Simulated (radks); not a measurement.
Effect of the nuclear size on the zirconium ion Zr13+, [Ar] 3d9. Calculated with a radial shooting solver on a logarithmic mesh with Libxc functionals: Dirac Kohn-Sham, PBE, spin-unpolarised, spherical densities, finite nucleus; open shells are shared between the two j in proportion to 2j + 1; Fermi nuclear charge, rms radius 4.2694 fm. The rms radius is varied about that value; shifts are against it.

rms radius (fm) = 3.4966: total energy shift (eV) -0.361; density at nucleus (e/bohr^3) 7.609e+04; 1s1/2 shift (meV) -153; 2s1/2 shift (meV) -16.2; 3s1/2 shift (meV) -2.90; 3p1/2 shift (meV) 0.175; 3d5/2 shift (meV) 0.156; 4s1/2 (empty) shift (meV) -0.718
rms radius (fm) = 4.0517: total energy shift (eV) -0.108; density at nucleus (e/bohr^3) 7.5e+04; 1s1/2 shift (meV) -45.8; 2s1/2 shift (meV) -4.85; 3s1/2 shift (meV) -0.868; 3p1/2 shift (meV) 0.052; 3d5/2 shift (meV) 0.047; 4s1/2 (empty) shift (meV) -0.215
rms radius (fm) = 4.2694: total energy shift (eV) 0; density at nucleus (e/bohr^3) 7.461e+04; 1s1/2 shift (meV) 0.000; 2s1/2 shift (meV) 0.000; 3s1/2 shift (meV) 0.000; 3p1/2 shift (meV) 0.000; 3d5/2 shift (meV) 0.000; 4s1/2 (empty) shift (meV) 0.000
rms radius (fm) = 4.517: total energy shift (eV) 0.129; density at nucleus (e/bohr^3) 7.42e+04; 1s1/2 shift (meV) 54.8; 2s1/2 shift (meV) 5.79; 3s1/2 shift (meV) 1.04; 3p1/2 shift (meV) -0.063; 3d5/2 shift (meV) -0.056; 4s1/2 (empty) shift (meV) 0.257
rms radius (fm) = 4.9952: total energy shift (eV) 0.397; density at nucleus (e/bohr^3) 7.347e+04; 1s1/2 shift (meV) 168; 2s1/2 shift (meV) 17.8; 3s1/2 shift (meV) 3.19; 3p1/2 shift (meV) -0.192; 3d5/2 shift (meV) -0.172; 4s1/2 (empty) shift (meV) 0.791

Slopes of the eigenvalues against <r^2> in GHz/fm^2, as finite differences over the two radii next to the reference (eigenvalue slopes, not the field-shift constants of lines): 1s1/2 6100, 2s1/2 645, 3s1/2 116, 3p1/2 -6.97, 3d5/2 -6.24, 4s1/2 (empty) 28.6.
